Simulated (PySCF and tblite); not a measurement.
Results of a calculation; reference values are marked as such.
C6H7NS, numbered as in [CH3:1][S:2]/[CH:3]=[CH:4]\[CH:5]=[CH:6]\[C:7]#[N:8].

Conformers came from 90 starts (ETKDG and KDG, MMFF94s, GFN2-xTB); geometries are GFN2-xTB. Free energies are PBE0-D3(BJ)/def2-SVP (IEF-PCM, cyclohexane) single points with GFN2-xTB rigid-rotor and vibrational terms (modes under about 100 cm⁻¹ blended into free rotors). Symmetry numbers and mirror images are counted. Conformers within 2.5 kcal/mol (GFN2-xTB free energy) were kept, 4 at most. (PySCF 2.14, tblite 0.8.)

An NOE distance is ⟨r⁻⁶⟩^(−1/6) over all pairs of like atoms and, for the average, over conformers.

Torsions listed: C1–S2–C3–C4, C3–C4–C5–C6.

```tsv
conformer	shape	weight %
1	180°, 180°	92.3
2	180°, 0°	7.7
```

Question: Which H–H contacts under 3.5 Å would NOEs report (pairs on one atom left out) at 298.15 K?

Answer: 
```json
{"pair": "H3 ··· H4", "in 1 (Å)": "2.41", "in 2 (Å)": "2.35", "average (Å)": "2.41"}
{"pair": "H4 ··· H6", "in 1 (Å)": "2.50", "in 2 (Å)": "3.85", "average (Å)": "2.53"}
{"pair": "H1 ··· H3", "in 1 (Å)": "2.72", "in 2 (Å)": "2.70", "average (Å)": "2.72"}
{"pair": "H4 ··· H5", "in 1 (Å)": "3.09", "in 2 (Å)": "2.35", "average (Å)": "2.95"}
{"pair": "H5 ··· H6", "in 1 (Å)": "3.08", "in 2 (Å)": "3.07", "average (Å)": "3.08"}
```

Longer pairs under the limit may be missing.

Question: In a model where alignment follows shape alone (order matrix 0.001 × (3G/tr G − 1)/2, G the second moments of the atom positions; splitting J + 2D), what are the one-bond C–H dipolar couplings D?

Answer: H1 6.1 Hz (6.1 in conformer 1), H3 -4.9 Hz (-4.6 in conformer 1), H4 5.2 Hz (5.3 in conformer 1), H5 4.0 Hz (5.0 in conformer 1), H6 3.6 Hz (4.5 in conformer 1).

The minima are those of GFN2-xTB; planar forms about aryl–S or allylic bonds may be saddles in DFT.
